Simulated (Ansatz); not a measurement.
```yaml
crystal:
  periodic: [false, false, false]
  atoms:
    - {symbol: C, position_ang: [-1.831164, -0.040921, 1.552982]}
    - {symbol: S, position_ang: [-1.227017, -0.633683, -0.031766]}
    - {symbol: C, position_ang: [-0.658128, -2.257737, 0.484424]}
    - {symbol: Cr, position_ang: [0.667952, 0.694497, -0.707681]}
    - {symbol: C, position_ang: [-0.118799, 2.249104, 0.009905]}
    - {symbol: O, position_ang: [-0.566672, 3.210148, 0.433298]}
    - {symbol: C, position_ang: [1.503962, -0.815313, -1.463973]}
    - {symbol: O, position_ang: [2.038195, -1.708889, -1.932576]}
    - {symbol: C, position_ang: [1.499870, 0.341571, 0.941648]}
    - {symbol: O, position_ang: [2.002282, 0.124916, 1.944644]}
    - {symbol: C, position_ang: [2.107399, 1.715423, -1.245814]}
    - {symbol: O, position_ang: [3.004020, 2.347073, -1.572849]}
    - {symbol: C, position_ang: [-0.198600, 1.028899, -2.357389]}
    - {symbol: O, position_ang: [-0.697013, 1.246156, -3.358573]}
    - {symbol: H, position_ang: [-2.228322, 0.961336, 1.398135]}
    - {symbol: H, position_ang: [-2.632085, -0.694590, 1.900294]}
    - {symbol: H, position_ang: [-1.026700, -0.003417, 2.288250]}
    - {symbol: H, position_ang: [-0.259637, -2.760356, -0.395815]}
    - {symbol: H, position_ang: [-1.502650, -2.828643, 0.872034]}
    - {symbol: H, position_ang: [0.123087, -2.175588, 1.240821]}
basis:
  gaussian: {orbitals: "6-31G*"}
hamiltonian: {xc: {name: r2SCAN}, dispersion: d4}
```

```sh
$ ansatz run in.yaml --threads 11 --pin off --events-out ev --progress --plain --max-ram 110592MiB --backend cpu
```

It prints (some lines left out):

```
Functional definition: r2SCAN
2655 factors; their error is unknown
mean field evaluation 1: about -56821.5059 eV, gradient 9.8e1 eV
mean field evaluation 2: about -56724.3434 eV, gradient 2.0e2 eV
mean field evaluation 4: about -56770.0013 eV, gradient 2.3e2 eV
mean field evaluation 8: about -56838.5177 eV, gradient 3.9e-1 eV
mean field -56838.51792502 eV, -2088.7770072132 hartree, gradient 1.4e-5 eV, S^2 0.000000; 0 other end points of the search recorded, 0 dependent functions left out
reference -56838.51795070 eV, -2088.7770081569 hartree; 64, 64 occupied and 183, 183 virtual orbitals, 2655 factors
Total energy: -56838.75535976 eV, -2088.7857327792 hartree
```

Run time 3.9 s (11 threads of an AMD EPYC 7R13 on a shared host); peak host memory 1.6 GiB.
